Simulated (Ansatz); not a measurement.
`[CH3][Sb]([CH3])[SiH3]` + `B[SiH2]Cl` → `[BH2][Sb]([CH3])[CH3]` + `[SiH3][SiH2]Cl`  (redistribution)

Program: Ansatz. Geometries: PBE0-D4/def2-TZVP. ΔE: electronic, gas phase. CCSD(T)/CBS adds triple-zeta CCSD(T) − MP2 to the extrapolated MP2 energy (def2 sets, frozen cores). Functionals use def2-TZVPP. Elements past krypton have def2 core potentials. For Sb outer-core shells are correlated without core-valence functions, which leaves a few kJ/mol of doubt a bond.

`[CH3][Sb]([CH3])[SiH3]`:

```xyz
13

C     1.197    0.649   -1.339
Sb    0.280   -1.148   -0.548
C     0.884   -0.784    1.499
Si   -2.004   -0.015   -0.227
H     0.967    1.508   -0.709
H     2.276    0.501   -1.377
H     0.831    0.829   -2.350
H     0.695    0.252    1.779
H     0.333   -1.448    2.165
H     1.949   -0.998    1.592
H    -1.843    1.299    0.461
H    -2.663    0.223   -1.541
H    -2.903   -0.868    0.597
```

`B[SiH2]Cl`:

```xyz
7

B    -1.221    0.186   -0.001
Si    0.755   -0.127   -0.093
Cl    1.702    0.002    1.737
H    -1.845    0.142   -1.021
H    -1.807    0.410    1.013
H     1.026   -1.485   -0.640
H     1.390    0.873   -0.994
```

`[BH2][Sb]([CH3])[CH3]`:

```xyz
12

B    -0.863   -1.297   -1.387
Sb    0.090   -0.910    0.548
C     1.815    0.218   -0.099
C    -1.122    0.736    1.246
H    -2.056   -1.318   -1.478
H    -0.205   -1.645   -2.323
H     1.509    1.117   -0.632
H     2.408    0.492    0.773
H     2.414   -0.411   -0.756
H    -1.078    1.570    0.547
H    -0.760    1.055    2.223
H    -2.152    0.394    1.340
```

`[SiH3][SiH2]Cl`:

```xyz
8

Si    0.566    0.969    0.441
Si   -0.662   -0.839   -0.390
Cl    0.653   -2.325   -0.960
H    -0.364    2.052    0.861
H     1.473    1.483   -0.617
H     1.368    0.530    1.612
H    -1.572   -1.409    0.636
H    -1.462   -0.461   -1.583
```

```json
{"level": "PBE0-D4", "ΔE (kJ/mol)": "6.4", "difference from CCSD(T)/CBS": "-0.4"}
{"level": "ωB97X-V", "ΔE (kJ/mol)": "8.4", "difference from CCSD(T)/CBS": "1.6"}
{"level": "ωB97M-V", "ΔE (kJ/mol)": "9.8", "difference from CCSD(T)/CBS": "3.0"}
{"level": "HF/def2-TZVPP", "ΔE (kJ/mol)": "10.4", "difference from CCSD(T)/CBS": "3.6"}
{"level": "SCS-MP2/def2-TZVPP", "ΔE (kJ/mol)": "7.1", "difference from CCSD(T)/CBS": "0.3"}
{"level": "CCSD/def2-TZVPP", "ΔE (kJ/mol)": "5.5", "difference from CCSD(T)/CBS": "-1.3"}
{"level": "CCSD(T)/def2-TZVPP", "ΔE (kJ/mol)": "4.2", "difference from CCSD(T)/CBS": "-2.6"}
{"level": "HF/def2-QZVPP", "ΔE (kJ/mol)": "10.2", "difference from CCSD(T)/CBS": "3.4"}
{"level": "SCS-MP2/def2-QZVPP", "ΔE (kJ/mol)": "8.4", "difference from CCSD(T)/CBS": "1.6"}
{"level": "HF/CBS(def2)", "ΔE (kJ/mol)": "10.2", "difference from CCSD(T)/CBS": "3.4"}
{"level": "CCSD(T)/CBS", "ΔE (kJ/mol)": "6.8", "difference from CCSD(T)/CBS": "0"}
```

Largest T1 diagnostic among the species: 0.014.

In def2-TZVPP, CCSD(T) changes the Hartree–Fock value by −6.2 kJ/mol (the triples alone add −1.4 kJ/mol) and MP2 by −4.4 kJ/mol.
